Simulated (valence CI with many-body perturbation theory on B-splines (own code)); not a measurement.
# Nb in brief

Level of theory: relativistic CI+MBPT: five valence electrons over a frozen Dirac-Fock core [Kr], radial functions for each j: 7 s, 7 p, 8 d, 6 f, 4 g, 1 h, with the one-electron correlation potential Σ1, the two-electron term Σ2, the three-electron term Σ3, Breit, model QED; selected CI, second order for the rest (own B-spline code, finite nucleus).

Against 15 measured levels this calculation errs by 119 cm⁻¹ on average and by 230 at most. These come from a selection out of the NIST Handbook of Basic Atomic Spectroscopic Data. Levels without a partner in it may be off by more, other configurations by 1,000 to 4,000 cm⁻¹. Among the levels kept, up to 2500 cm⁻¹ of a level comes from second order outside the variational space, and about a tenth of that is noise between levels of different J, which matters for small intervals. Only levels of the ground parity were solved; by the run's estimate the other parity begins above the list, which can be wrong where configurations are misplaced.

Rates and lifetimes use the calculated energies. Strong lines usually hold to 10 to 20 %, long lifetimes can be off by a factor of two.

(1) What is the ground level?

(2) What is the ionisation energy?

(3) How well does LS coupling describe the low levels?

(4) What are the static dipole polarisabilities of the lowest levels?

(5) How is the term ⁶D of the ground level split?

Results:

(1) 4d⁴5s ⁶D_1/2, composition 95 % 4d⁴5s ⁶D + 1 % 4d⁴5s ⁴P, g = 3.329.

(2) 6.6803 eV; NIST lists 6.75885 eV (measured).

(3) Among the lowest 20 levels the leading LS term, summed over configurations, holds 96 % on average. For single configurations the figures are 77 % in LS and 42 % in jj coupling. Terms mix most in the J = 3/2 level at 1.219 eV, where the leading one holds 67 %.

(4) 4d⁴5s ⁶D_1/2 93.7; 4d⁴5s ⁶D_3/2 96.2 (tensor -2.2); 4d⁴5s ⁶D_5/2 97.5 (tensor -1.3); 4d⁴5s ⁶D_7/2 95.9 (tensor 0.96) bohr³, of which the core gives 2.27. The recommended value for the atom is 98 ± 8 bohr³ (Schwerdtfeger and Nagle, table of static dipole polarizabilities (2023 update)).

(5) J = 1/2 at 0.0000, J = 3/2 at 0.0262, J = 5/2 at 0.0613, J = 7/2 at 0.0936, J = 9/2 at 0.1359 eV.
